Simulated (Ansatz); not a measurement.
Consider the atomization: `[Cl][InH2]` → Cl• + 2 H• + In•.

Program: Ansatz. Geometries: PBE0-D4/def2-TZVP. ΔE: electronic, gas phase. CBS: MP2 limit from def2 TZ/QZ plus the TZ coupled-cluster correction, frozen cores. This one scheme is used for every species, atoms too. Functionals use def2-TZVPP. No spin–orbit coupling; open shells (•) take unrestricted orbitals. Spin–orbit coupling would lower the free atoms: a little for Cl; strongly for In. def2 core potentials past Kr. For In outer-core shells are correlated without core-valence functions, so the limit isn't a true one: a few kJ/mol of doubt a bond, and 10 to 20 or more in all where bonds break to atoms.

(1) What is ΔE at CCSD(T)/CBS? (An estimate is asked.)

(2) What do these levels give: PBE-D4, BLYP-D4, ωB97X-V, ωB97M-V, PBE-QIDH, BLYP, PBE0, BHLYP, MP2/def2-TZVPP, SCS-MP2/def2-QZVPP, CCSD(T)/def2-QZVPP, MP2/CBS(def2)? (An estimate is asked.)

Largest T1 diagnostic among the species: 0.015.

## Answers

(1) Ansatz gave: +844.7 kJ/mol.

(2) Ansatz gave: PBE-D4 820.3, BLYP-D4 800.9, ωB97X-V 852.1, ωB97M-V 845.4, PBE-QIDH 827.4, BLYP 788.4, PBE0 816.6, BHLYP 803.2, MP2/def2-TZVPP 809.3, SCS-MP2/def2-QZVPP 826.4, CCSD(T)/def2-QZVPP 840.6, MP2/CBS(def2) 832.5 kJ/mol.

At CCSD(T), def2-SVP lies −72.1 kJ/mol from the extrapolated value and def2-TZVPP −23.2 kJ/mol: correlation converges slowly with the basis, and small sets miss more of it in the bonded molecule than in its fragments. From r2SCAN to r2SCAN0 (25 % exact exchange), in def2-TZVPP and without D4, ΔE moves by −8.7 kJ/mol: exact exchange takes away binding that semilocal exchange gives to molecules.

For atomizations the MP2-based limit and the directly extrapolated one differ by several kJ/mol either way, and by 10 to 25 for some Ge, Se and Sn compounds, so smaller differences from it don't rank the levels.
